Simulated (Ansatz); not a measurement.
Consider the formal exchange of groups at the Si–B bond: `OCB(F)[SiH2]Cl` + `O[SiH2]F` → `O[SiH](F)[SiH2]Cl` + `OCBF`.

Computed with Ansatz on PBE0-D4/def2-TZVP structures; ΔE is electronic, products minus reactants. CCSD(T)/CBS is the MP2 limit (def2-TZVPP, def2-QZVPP) plus CCSD(T) − MP2 in def2-TZVPP, frozen cores. This one scheme is used for every species. DFT in def2-TZVPP. B3LYP here is the variant with VWN-RPA as its local correlation; programs differ in this. One conformer a species, not always the lowest.

| level | ΔE (kcal/mol) |
| --- | --- |
| B3LYP-D4 | -3.5 |
| PBE | -4.5 |
| HF/def2-QZVPP | -3.0 |
| MP2/CBS(def2) | -3.1 |

What does CCSD(T)/CBS give? (Best estimate.)

Computed: -3.2 kcal/mol. The listed levels differ from it by -0.3, -1.3, 0.2, 0.1 kcal/mol.

Largest T1 diagnostic among the species: 0.012.
